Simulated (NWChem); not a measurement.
Species: C3H7NSi; SMILES C[C@H]([SiH3])C#N

```xyz
12

C     -1.8025     0.1195     0.2085
C     -0.3998     0.1206    -0.4476
Si     0.6413    -1.4140     0.0594
C      0.3449     1.3368    -0.1298
N      0.9497     2.2894     0.1499
H     -2.3870     0.9867    -0.1151
H     -1.7273     0.1510     1.2999
H     -2.3487    -0.7865    -0.0729
H     -0.5130     0.0777    -1.5401
H      0.8296    -1.4154     1.5317
H      1.9573    -1.3850    -0.6251
H     -0.1109    -2.6305    -0.3486
```
Atoms are numbered in this order, from 1.

All runs: NWChem. Pople sets run with spherical d functions. STO-3G and 3-21G are far too small for this property and stand as cheap habits. The geometry was optimised at B3LYP/6-31G* (spherical d). B3LYP is NWChem's, with the RPA form of VWN correlation. GIAO values for the isolated, static molecule; σ is the absolute isotropic shielding, δ = σ(reference) − σ with the isolated reference molecule computed at the same levels (13C: tetramethylsilane, 1H: tetramethylsilane, 15N: ammonia).

```csv
level,δ C1 (ppm),δ C2 (ppm),δ C4 (ppm),δ N5 (ppm),δ H6 (rotor mean) (ppm),δ H9 (ppm),δ H10 (rotor mean) (ppm)
Hartree-Fock/STO-3G,(withheld),(withheld),109.3,(withheld),(withheld),(withheld),(withheld)
B3LYP/6-31G*,16.0,7.9,108.7,254.3,1.29,1.62,4.18
PBE/pcSseg-1,17.6,9.7,123.0,301.9,1.32,1.90,4.11
```

Problem. Complete the blanks.

Solution. 
- Hartree-Fock/STO-3G, δ C1 (ppm): 22.1
- Hartree-Fock/STO-3G, δ C2 (ppm): 12.4
- Hartree-Fock/STO-3G, δ N5 (ppm): 245.4
- Hartree-Fock/STO-3G, δ H6 (rotor mean) (ppm): 1.10
- Hartree-Fock/STO-3G, δ H9 (ppm): 1.00
- Hartree-Fock/STO-3G, δ H10 (rotor mean) (ppm): 1.93
